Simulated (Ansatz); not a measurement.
Cartesian coordinates (Å):
```xyz
4

In     0.0000     0.0000     0.0000
H     -1.4800    -0.8967    -0.0049
H     -0.0365     1.7301    -0.0037
H      1.5165    -0.8334     0.0086
```
Charge 0, spin multiplicity 1.

Level of theory: frozen-core CCSD(T)/def2-TZVPP // B3LYP-D3(BJ)/def2-TZVP run with Ansatz (a program for electronic structure).

```yaml
HF energy: -190.91399 Ha
MP2 correlation energy: -0.30404 Ha
```

Q: Estimate the CCSD correlation energy, the (T) correction, the total energy and the T1 diagnostic.

A: 
- CCSD correlation energy = -0.31741 Ha
- (T) correction = -0.00737 Ha
- CCSD(T) total energy = -191.23877 Ha
- T1 diagnostic = 0.014
